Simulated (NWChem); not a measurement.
System: CaH$_{2}$SO; SMILES [OH][Ca][SH]

```xyz
5

Ca     0.4611    -0.4578     0.3387
O      0.2951    -2.3997    -0.0259
H      0.1492    -3.3196    -0.2481
S     -0.1672     2.0759     0.1921
H     -1.2316     1.8859    -0.6208
```
Atoms are numbered in this order, from 1.

Program: NWChem. Pople sets run with spherical d functions. STO-3G and 3-21G are far too small for this property and stand as cheap habits. Coordinates come from a PBE0/def2-SVP optimisation. GIAO values for the isolated, static molecule; σ is the absolute isotropic shielding, δ = σ(reference) − σ with the isolated reference molecule computed at the same levels (1H: tetramethylsilane, 17O: water).

| level | σ Ca1 (ppm) | δ O2 (ppm) | δ H3 (ppm) | σ S4 (ppm) | δ H5 (ppm) |
|---|---|---|---|---|---|
| B3LYP/6-311G** | 1006.0 | 96.1 | -0.92 | 738.6 | -1.24 |
| PBE0/pcSseg-2 | 1024.2 | 113.8 | -0.74 | 730.0 | -0.72 |
| Hartree-Fock/6-31G* | 1186.3 | 7.7 | -1.36 | 849.7 | -2.10 |
| BHandHLYP/pcSseg-1 | [?] | [?] | [?] | [?] | [?] |
| Hartree-Fock/STO-3G | 1210.8 | -152.9 | -8.11 | 1272.8 | -4.07 |

Q: Some entries are withheld; supply them.

A: 
- BHandHLYP/pcSseg-1, σ Ca1 (ppm): 1055.9
- BHandHLYP/pcSseg-1, δ O2 (ppm): 90.3
- BHandHLYP/pcSseg-1, δ H3 (ppm): -0.57
- BHandHLYP/pcSseg-1, σ S4 (ppm): 749.2
- BHandHLYP/pcSseg-1, δ H5 (ppm): -0.99
